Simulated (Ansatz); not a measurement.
Ansatz (a program for electronic structure) input (CCSD(T,core; 1s of Na to Cl frozen)/cc-pwCVTZ):
A basis named .json is the Basis Set Exchange file of that set.

Ansatz 0.2 input:
```yaml
crystal:
  periodic: [false, false, false]
  atoms:
    - {symbol: F, position_ang: [1.56594980, -0.93385495, 0.43049363]}
    - {symbol: Si, position_ang: [0.81184051, 0.25041947, -0.37415247]}
    - {symbol: Si, position_ang: [-1.49693165, 0.19866479, 0.06642162]}
    - {symbol: H, position_ang: [1.47057187, 1.52453328, 0.03285476]}
    - {symbol: H, position_ang: [-1.80922081, 0.32584571, 1.51231606]}
    - {symbol: H, position_ang: [-2.09821890, 1.33741966, -0.66887798]}
    - {symbol: H, position_ang: [-2.06540431, -1.07028389, -0.44250366]}
basis:
  gaussian:
    orbitals: cc-pwCVTZ.json
magnetization: {spin_polarized: true, initial_magnetization: 1}
correlation: {method: ccsd_t, frozen_orbitals: {F: 0, H: 0, Si: 1}}
```

Output:

```
Functional definition: HF
integrals: 1.70 GiB planned
1250 factors; integrals over basis functions are off by at most 1.3e-3 eV
1.32 GiB of device memory are held for the factors and their scratch space
mean field: 0.97 GiB planned
mean field evaluation 1: about -18493.8134 eV, gradient 2.0e1 eV
mean field evaluation 2: about -18493.8169 eV, gradient 2.0e1 eV
mean field evaluation 4: about -18496.0363 eV, gradient 2.5e0 eV
mean field evaluation 8: about -18496.1389 eV, gradient 2.1e-3 eV
mean field evaluation 16: about -18496.1330 eV, gradient 2.7e-1 eV
mean field -18496.13892523 eV, -679.7205683691 hartree, gradient 5.7e-6 eV, S^2 0.759315; 0 other end points of the search recorded, 0 dependent functions left out
2 core orbitals not correlated
reference -18496.13892523 eV, -679.7205683691 hartree; 19, 18 occupied and 196, 197 virtual orbitals, 1250 factors
second order -28.59543534 eV of doubles, -0.00000000 eV of singles
coupled cluster: 14.87 GiB planned
cycle   1  -29.17526426 eV  change   -5.8e-1 eV  update   9.3e-2
cycle   2  -29.63321087 eV  change   -4.6e-1 eV  update   3.0e-2
cycle   3  -29.74125145 eV  change   -1.1e-1 eV  update   1.8e-2
cycle   4  -29.72526335 eV  change    1.6e-2 eV  update   5.4e-3
cycle   5  -29.72340502 eV  change    1.9e-3 eV  update   2.6e-3
cycle   6  -29.72512682 eV  change   -1.7e-3 eV  update   1.0e-3
cycle   7  -29.72494628 eV  change    1.8e-4 eV  update   4.9e-4
cycle   8  -29.72494846 eV  change   -2.2e-6 eV  update   2.2e-4
cycle   9  -29.72508086 eV  change   -1.3e-4 eV  update   9.6e-5
cycle  10  -29.72503440 eV  change    4.6e-5 eV  update   5.0e-5
cycle  11  -29.72505151 eV  change   -1.7e-5 eV  update   2.6e-5
perturbative correction -0.60443249 eV, -0.0222124845 hartree
Total energy: -18526.46840924 eV, -680.8351563481 hartree
```

It need not be the lowest isomer of its formula.
